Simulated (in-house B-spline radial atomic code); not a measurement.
## PBEsol excitations of Ce4+

Method: PBEsol. Computed with an all-electron radial atomic-structure program (B-spline basis): linear response of the closed shell [Kr] 4d10 5s2 5p6 with the functional's adiabatic kernel; scalar-relativistic (spin-free one-electron X2C), finite nucleus, no spin-orbit coupling, no double excitations, S, P, D and F terms only; shells from n = 3 respond. Only terms of natural parity with L up to 3 were computed.

Spin-orbit coupling is strong here, so these LS terms don't match observed levels.

Command:
```bash
python run_td.py task.json out
```
Settings (radii: box in bohr, nucleus in fm):
```
Z                        58
electrons                54
configuration            [Kr] 4d10 5s2 5p6
hamiltonian              x2c
method                   pbesol
box_radius               19.1
rms_radius               4.8771
intervals                71
```

Run time, properties included: 3.9 s on 1 thread of Arm Neoverse N1, with other jobs on the host.

The lowest states, in the order of their Tamm-Dancoff energies; the method's threshold (minus the highest occupied level) is 60.09 eV. Labels give the largest channel, * marks a mixed state, and oscillator strengths are full-response dipole values. Semilocal kernels can invert the small singlet-triplet splittings of Rydberg terms. Energies in eV:

| state | full response | Tamm-Dancoff | oscillator strength |
| --- | --- | --- | --- |
| 5p → 4f 3D | 11.901 | 11.955 | - |
| 5p → 4f 1D | 14.075 | 14.220 | - |
| 5p → 5d 3P | 23.124 | 23.188 | - |
| 5p → 5d 3F | ? | ? | - |
| 5p → 5d 1F | 25.153 | 25.181 | - |
| 5p → 6s 3P | ? | ? | - |

Where does 5p → 6s 3P lie?

At 30.52 eV in full response, 30.53 eV in Tamm-Dancoff.

Where does 5p → 5d 3F lie?

At 23.444 eV in full response, 23.518 eV in Tamm-Dancoff.

How large is the singlet-triplet splitting of 5p → 4f (D terms) in Tamm-Dancoff?

2.26 eV, from the unrounded values.

What polarisabilities and dispersion coefficient does the method give?

Dipole 5.823 bohr³, quadrupole 19.03 bohr⁵, C6 32.87 hartree·bohr⁶ for two such species.
